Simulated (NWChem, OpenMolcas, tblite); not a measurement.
**How methods differ on Si2H4F2 (SMILES F[SiH](F)[SiH3])**

The species is Si2H4F2 (8 atoms), meant as a singlet with charge 0. SMILES: `F[SiH](F)[SiH3]`. The shape is that of a PBE0-D4/def2-TZVP optimisation.

| atom | x (Å) | y (Å) | z (Å) |
| --- | --- | --- | --- |
| F | 0.9719 | -1.0464 | 1.7295 |
| Si | 1.0618 | -0.3205 | 0.3140 |
| F | 1.6187 | -1.3925 | -0.7250 |
| Si | -1.0752 | 0.3728 | -0.3469 |
| H | 2.0810 | 0.7488 | 0.4318 |
| H | -1.5952 | 1.3523 | 0.6429 |
| H | -0.9832 | 1.0253 | -1.6793 |
| H | -1.9877 | -0.7968 | -0.4227 |

Quantity: the dipole moment, in D. The values are calculated.

```
         level             kind     program  value (D)
     IPEA1-xTB   semi-empirical      tblite       1.54
    HF/cc-pVDZ     Hartree–Fock  OpenMolcas       2.03
 SVWN5/cc-pVDZ              LDA  OpenMolcas       1.53
  BLYP/cc-pVDZ              GGA  OpenMolcas       1.45
   PBE/cc-pVDZ              GGA  OpenMolcas       1.46
 M06-L/cc-pVDZ         meta-GGA  OpenMolcas       1.67
M06-2X/cc-pVDZ  hybrid meta-GGA      NWChem       1.73
  PBE0/cc-pVDZ    global hybrid  OpenMolcas       1.68
```

The values span 1.45 to 2.03 D. Magnitudes only.
